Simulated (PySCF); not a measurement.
The multiplicity is imposed and other spin states were not computed.

Cartesian coordinates (Å):
```xyz
5

Au     0.0507    -0.0590    -0.0580
O     -0.6655     1.5425     1.3851
H     -1.0670     1.1008     2.1594
H     -1.4064     2.0239     0.9666
H      0.5299    -1.1586    -1.0452
```
Charge 0, multiplicity 1.

### Question
Predict the charge on the central atom (Mulliken), dipole moment, LUMO, HOMO–LUMO gap, total energy and HOMO from TPSSh-D3(BJ)/def2-TZVP // PBE-D3(BJ)/def2-SVP run with PySCF.

### Answer

```yaml
charge on the central atom (Mulliken): -0.11 e
dipole_moment: 1.008 e·Å
LUMO: -1.23 eV
HOMO–LUMO gap: 4.89 eV
total_energy: -212.7668 Ha
HOMO: -6.12 eV
```
